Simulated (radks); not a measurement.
Numerical settings for the platinum ion Pt2+, [Xe] 4f14 5d8. Method: scalar-relativistic Kohn-Sham, r2SCAN, spin-polarised, spherical densities, finite nucleus; open shells are filled with parallel spins first (spin-orbit coupling, left out, can overturn this in heavy ions); meta-GGA in the generalised Kohn-Sham scheme; Fermi nuclear charge, rms radius 5.427 fm; computed with a radial shooting solver on a logarithmic mesh with Libxc functionals. The defaults (mesh step 0.008 in ln r, mesh end at 40 bohr or more with all orbitals vanishing there, Anderson mixing 0.5 over 9 steps, residual threshold near 1e-9 with the energy settled to 1e-9 hartree or 1e-11 of itself, here a cap of 56 iterations) give E = -18410.715 hartree and 5d at -25.065 eV in 11 iterations. Run on one thread of a shared host, so times are rough (Arm Neoverse V1): 0.25 s of CPU time, 0.25 s wall, 11 iterations on 2254 mesh points. One setting is changed at a time: mesh step in ln r 0.12; mesh step in ln r 0.08; mesh step in ln r 0.2; mesh end (bohr) 3; mesh end (bohr) 1; residual threshold 1e-16; residual threshold 0.001; mixing 0.05; linear mixing, mixing 0.2; linear mixing, mixing 0.05; mixing history 20; iteration cap 8. Which runs fail to converge, and which converge to a wrong energy?

Answer. Not converged within the cap: mesh step in ln r 0.12; mesh step in ln r 0.08; mesh step in ln r 0.2; residual threshold 1e-16; linear mixing, mixing 0.2; linear mixing, mixing 0.05; iteration cap 8. Settled on a wrong energy, with an occupied level pushed above zero by the early mesh end: mesh end (bohr) 1 (+236 hartree). Apart from these: settings that end as converged yet miss the energy by more than 1 mhartree: mesh end (bohr) 3 (+0.612 hartree).
